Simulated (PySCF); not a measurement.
A geometry optimisation, step by step.

Compound: C9H16.
Bonds: C1–C2, C2–C3 (triple), C3–C4, C4–C5, C5–C6, C6–C7, C6–C8, C6–C9. Hydrogens: H10, H11, H12 on C1; H13, H14 on C4; H15, H16 on C5; H17, H18, H19 on C7; H20, H21, H22 on C8; H23, H24, H25 on C9.

Method: PBE0-D3(BJ)/def2-SVP geometry optimisation, gas phase in PySCF 2.14.0; density fitting, grid level 1; the optimiser is geomeTRIC in internal coordinates, started from a GFN2-xTB structure. The frame can shift and turn from step to step; on so coarse a grid that alone can change the energy by a few meV, and forces under 0.02 eV/Å are noise.

Step 0: E = -9574.8982 eV, largest atomic force 1.223 eV/Å
```
atom  x, y, z in Å  |  force x, y, z in eV/Å
C1      4.602    0.921   -0.796   -0.376  -0.143   0.058
C2      3.277    0.364   -0.614    1.102   0.469  -0.150
C3      2.187   -0.113   -0.469   -1.054  -0.612   0.101
C4      0.863   -0.678   -0.289    0.035   0.618   0.158
C5     -0.111    0.379    0.244   -0.308  -0.619  -0.089
C6     -1.553   -0.108    0.474   -0.087   0.094   0.051
C7     -1.592   -1.233    1.511    0.037   0.425  -0.408
C8     -2.368    1.078    1.000    0.341  -0.456  -0.210
C9     -2.181   -0.598   -0.833    0.264   0.177   0.500
H10     4.597    1.986   -0.562    0.139   0.386   0.050
H11     5.312    0.420   -0.139    0.353  -0.093   0.182
H12     4.924    0.789   -1.829    0.233   0.022  -0.330
H13     0.517   -1.062   -1.252   -0.156  -0.233  -0.211
H14     0.935   -1.515    0.410   -0.073  -0.320   0.119
H15     0.282    0.764    1.188    0.134   0.180   0.252
H16    -0.133    1.213   -0.463    0.028   0.291  -0.165
H17    -2.622   -1.489    1.748   -0.422  -0.151   0.128
H18    -1.103   -2.130    1.138    0.213  -0.420  -0.096
H19    -1.097   -0.925    2.430    0.200   0.085   0.432
H20    -3.400    0.782    1.180   -0.452  -0.083   0.091
H21    -1.949    1.446    1.934    0.146   0.199   0.404
H22    -2.367    1.893    0.280   -0.024   0.386  -0.279
H23    -3.233   -0.830   -0.680   -0.444  -0.120   0.015
H24    -1.690   -1.499   -1.193    0.174  -0.384  -0.225
H25    -2.108    0.167   -1.604   -0.005   0.303  -0.377
```

Step 1: E = -9574.9704 eV, largest atomic force 0.145 eV/Å
```
atom  x, y, z in Å  |  force x, y, z in eV/Å
C1      4.598    1.036   -0.869    0.080   0.042  -0.009
C2      3.269    0.479   -0.688   -0.012  -0.039  -0.005
C3      2.165   -0.002   -0.543   -0.013   0.036   0.011
C4      0.825   -0.542   -0.355   -0.065  -0.128  -0.023
C5     -0.165    0.502    0.167    0.059   0.123   0.019
C6     -1.609    0.026    0.395    0.028  -0.012  -0.011
C7     -1.653   -1.096    1.433   -0.003  -0.063   0.060
C8     -2.413    1.218    0.917   -0.051   0.068   0.033
C9     -2.236   -0.461   -0.912   -0.038  -0.027  -0.075
H10     4.615    2.114   -0.636    0.007  -0.033  -0.009
H11     5.332    0.541   -0.211   -0.019   0.019  -0.020
H12     4.945    0.913   -1.908   -0.007   0.008   0.033
H13     0.469   -0.955   -1.316    0.019   0.009   0.050
H14     0.879   -1.397    0.343   -0.005   0.035  -0.039
H15     0.229    0.908    1.116   -0.021  -0.011  -0.038
H16    -0.179    1.350   -0.541   -0.002  -0.032   0.032
H17    -2.695   -1.371    1.667    0.025   0.005  -0.010
H18    -1.149   -2.008    1.077   -0.008   0.024   0.011
H19    -1.169   -0.788    2.375   -0.017  -0.004  -0.024
H20    -3.463    0.936    1.102    0.027   0.009  -0.006
H21    -1.995    1.598    1.863   -0.006  -0.015  -0.025
H22    -2.411    2.049    0.192    0.006  -0.025   0.015
H23    -3.299   -0.713   -0.765    0.028   0.002  -0.003
H24    -1.738   -1.364   -1.299   -0.009   0.025   0.007
H25    -2.181    0.316   -1.694   -0.005  -0.017   0.026
```

Step 2: E = -9574.9713 eV, largest atomic force 0.025 eV/Å
```
atom  x, y, z in Å  |  force x, y, z in eV/Å
C1      4.601    1.033   -0.869    0.006   0.008   0.001
C2      3.269    0.476   -0.688    0.004  -0.023  -0.005
C3      2.164   -0.002   -0.542    0.004   0.024   0.004
C4      0.822   -0.541   -0.354   -0.008  -0.020  -0.004
C5     -0.165    0.507    0.168    0.011   0.016   0.001
C6     -1.609    0.027    0.395    0.002  -0.007  -0.002
C7     -1.652   -1.097    1.434   -0.004  -0.005   0.006
C8     -2.417    1.218    0.917   -0.008   0.007   0.004
C9     -2.234   -0.460   -0.915   -0.008  -0.002  -0.005
H10     4.619    2.110   -0.637   -0.003  -0.001   0.001
H11     5.334    0.540   -0.212   -0.003  -0.001   0.001
H12     4.948    0.911   -1.907   -0.003   0.000   0.001
H13     0.466   -0.954   -1.313    0.003   0.004   0.004
H14     0.874   -1.394    0.343    0.001   0.006  -0.001
H15     0.228    0.912    1.116   -0.002  -0.006  -0.001
H16    -0.179    1.354   -0.539   -0.002  -0.006  -0.001
H17    -2.692   -1.376    1.664    0.000   0.001  -0.006
H18    -1.142   -2.006    1.079    0.002   0.004   0.000
H19    -1.172   -0.787    2.376   -0.004   0.004  -0.001
H20    -3.466    0.935    1.101    0.002  -0.001  -0.002
H21    -2.000    1.597    1.864    0.003  -0.004  -0.001
H22    -2.415    2.048    0.193    0.004  -0.003  -0.001
H23    -3.295   -0.718   -0.769    0.003  -0.002   0.004
H24    -1.732   -1.360   -1.304    0.002   0.004   0.001
H25    -2.183    0.318   -1.694   -0.002   0.003   0.005
```

Step 3: E = -9574.9714 eV, largest atomic force under 0.02 eV/Å
```
atom  x, y, z in Å  |  force x, y, z in eV/Å
C1      4.602    1.033   -0.868   -0.004   0.002   0.002
C2      3.270    0.475   -0.687    0.006  -0.015  -0.004
C3      2.165   -0.002   -0.541   -0.004   0.014   0.004
C4      0.823   -0.541   -0.354    0.003   0.001   0.000
C5     -0.165    0.507    0.168   -0.002  -0.007  -0.002
C6     -1.609    0.027    0.395    0.001  -0.003  -0.001
C7     -1.653   -1.097    1.433   -0.001   0.004  -0.002
C8     -2.418    1.217    0.917    0.004   0.001  -0.001
C9     -2.234   -0.460   -0.916   -0.001   0.002   0.004
H10     4.618    2.110   -0.636   -0.002   0.002   0.001
H11     5.335    0.540   -0.210    0.001  -0.001   0.002
H12     4.949    0.911   -1.906    0.000   0.000  -0.002
H13     0.466   -0.954   -1.312   -0.001   0.000  -0.004
H14     0.875   -1.394    0.344    0.001  -0.002   0.004
H15     0.227    0.913    1.116    0.001  -0.001   0.004
H16    -0.179    1.354   -0.539   -0.001   0.001  -0.004
H17    -2.693   -1.377    1.661   -0.002  -0.002  -0.003
H18    -1.141   -2.006    1.079    0.004  -0.001   0.000
H19    -1.175   -0.786    2.376   -0.002   0.002   0.003
H20    -3.466    0.935    1.100   -0.002  -0.001  -0.001
H21    -2.000    1.596    1.863    0.000   0.001   0.002
H22    -2.414    2.048    0.193    0.001   0.002  -0.001
H23    -3.294   -0.719   -0.768   -0.001  -0.003   0.002
H24    -1.731   -1.358   -1.306    0.003   0.000  -0.003
H25    -2.185    0.320   -1.693   -0.003   0.003  -0.001
```

Problem. Summarise the path.

Solution. The energy falls by 0.0732 eV from step 0 to step 3; nine tenths of that is first reached at step 1. It falls at every step. The largest force goes from 1.223 to under 0.02 eV/Å. Among the bonds C2≡C3 changes most (a near tie, within 0.001 Å, with another), from 1.198 to 1.213 Å; the atoms move by 0.032 Å rms after alignment.

Problem. Follow the three bonds and two angles with the largest change from start to end.

Solution. 
| step | E above end (eV) | largest force (eV/Å) | C2≡C3 (Å) | C7–H19 (Å) | C9–H25 (Å) | H13–C4–H14 (°) | C3–C4–C5 (°) |
| --- | --- | --- | --- | --- | --- | --- | --- |
| 0 | 0.0732 | 1.223 | 1.198 | 1.088 | 1.088 | 108.4 | 110.8 |
| 1 | 0.0010 | 0.145 | 1.212 | 1.103 | 1.103 | 106.0 | 112.7 |
| 2 | 0.0000 | 0.025 | 1.213 | 1.102 | 1.102 | 105.9 | 112.6 |
| 3 | 0.0000 | under 0.02 | 1.213 | 1.102 | 1.102 | 105.9 | 112.6 |

The cost below is that of the whole optimisation. Rough CPU time on one thread of a shared machine: about 4 min.
